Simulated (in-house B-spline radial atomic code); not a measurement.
A radial electron density 4πr²n(r) was computed for an atom or ion in its tabulated ground configuration with a B-spline radial code for spherical atoms; method: non-relativistic PBE0, spin-polarised, spherical fractional occupations, exact exchange averaged over the configuration. Columns: r (bohr), 4πr²n(r) (electrons per bohr), bar.

```
  0.0148  0.08457 #
  0.0167   0.1061 #
  0.0189   0.1335 ##
  0.0213   0.1663 ##
   0.024   0.2066 ##
  0.0271    0.257 ###
  0.0306   0.3186 ####
  0.0345   0.3926 ####
  0.0389   0.4819 #####
  0.0439   0.5897 #######
  0.0496   0.7194 ########
  0.0559   0.8691 ##########
  0.0631    1.046 ############
  0.0712    1.249 ##############
  0.0804    1.481 #################
  0.0907    1.737 ####################
   0.102     2.01 #######################
   0.115    2.308 ##########################
    0.13    2.623 ##############################
   0.147    2.938 #################################
   0.166    3.235 #####################################
   0.187    3.492 ########################################
   0.211      3.7 ##########################################
   0.238    3.834 ############################################
   0.269    3.876 ############################################
   0.303    3.812 ###########################################
   0.342    3.635 #########################################
   0.386    3.348 ######################################
   0.436    2.965 ##################################
   0.492    2.517 #############################
   0.555    2.039 #######################
   0.626    1.566 ##################
   0.706    1.134 #############
   0.797   0.7656 #########
   0.899   0.4811 #####
    1.01   0.2834 ###
    1.15   0.1415 ##
    1.29  0.06893 #
    1.46  0.02805
```

**Question.** Which atom or ion is it?
A. Li2+
B. Be+
C. Be2+
D. Be3+

**Answer.** C. The area under the curve, ∫4πr²n dr = ∫r·4πr²n d(ln r) on this logarithmic grid, is 2 electrons, which only this option has. The configuration is 1s2.
